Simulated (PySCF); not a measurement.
# Pb⁴²⁺: ionisation energy

Pb⁴²⁺ [Kr] 4d4 [4d3/2^4, M_J = 0] → Pb⁴³⁺ [Kr] 4d3 [4d3/2^3, M_J = 3/2], as a difference of total energies. All numbers are calculated (PySCF 2.14, the two-component X2C-1e Hamiltonian, in an uncontracted even-tempered set (16 s from 5.3 bohr⁻², ratio 2.8; 14 p from 6.9 bohr⁻², ratio 2.8; 9 d from 6.9 bohr⁻², ratio 2.8; 3 f from 27 bohr⁻², ratio 3)). Correlated levels: [Ar] 3d10 frozen; the 90 highest virtual spinors dropped. "Screened" scales the spin-orbit matrix elements by Boettger's factors to mimic the two-electron term; Breit and QED terms are absent.

```
                    method  ionisation energy (eV)
           GHF (spin-free)                  2087.6
          GMP2 (spin-free)                  2087.6
 GHF (screened spin-orbit)                  2102.3
GMP2 (screened spin-orbit)                  2102.8
```

Breit and QED terms and the two-electron picture change are absent.

The spin-free rows relax to the high-spin LS determinant and lack the spin-orbit shift.

The labels give the starting determinants; with spin-orbit coupling the two ends relaxed to ⟨J²⟩ = 0.00, ⟨L²⟩ = 2.53, ⟨S²⟩ = 2.53 and ⟨J²⟩ = 3.76, ⟨L²⟩ = 7.72, ⟨S²⟩ = 2.16.

For comparison: 2101 ± 4 eV (theoretical estimate listed by NIST; NIST Atomic Spectra Database, ionization energies).
